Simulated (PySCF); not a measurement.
Chromium: a sound run and one with changed settings

Sound run: Cr²⁺ [Ar] 3d4, Cr³⁺ [Ar] 3d3. Calculation: PySCF 2.14, in aug-cc-pVDZ-DK (7s6p4d2f, 59 functions); the spin-free X2C one-electron Hamiltonian (Gaussian nucleus). In the sound run the correlated levels freeze [Ar]. The sound run starts from symmetry-adapted Hartree-Fock orbitals and uses a fine grid where one is needed.

Changed run: the non-relativistic Hamiltonian (point nucleus). This setting is unsound on purpose.

```tsv
species	method	sound run (hartree)	changed run (hartree)	converged
Cr²⁺	UHF	-1048.87917	-1039.83497	yes
Cr²⁺	MN15	-1050.43841	-1041.40723	yes
Cr²⁺	B3LYP	-1049.91894	-1040.87832	yes
Cr²⁺	MP2	-1048.91110	-1039.86669	yes
Cr³⁺	UHF	-1047.77963	-1038.72950	yes
Cr³⁺	MN15	-1049.26376	-1040.22566	yes
Cr³⁺	B3LYP	-1048.75847	-1039.71177	yes
Cr³⁺	MP2	-1047.79066	-1038.74046	yes
```

Ionisation energy of Cr²⁺:

```csv
method,sound run (eV),changed run (eV)
UHF,29.920,30.081
MN15,31.964,32.152
B3LYP,31.578,31.743
MP2,30.489,30.646
SCS-MP2,30.110,30.270
```

Most of the change in total energy is the relativistic energy itself. On top of that the contraction fixes the core shape for the Hamiltonian it was made with, so the changed run is not a good calculation with the other Hamiltonian either.

For comparison, NIST gives 30.959 ± 0.025 eV between the lowest levels.
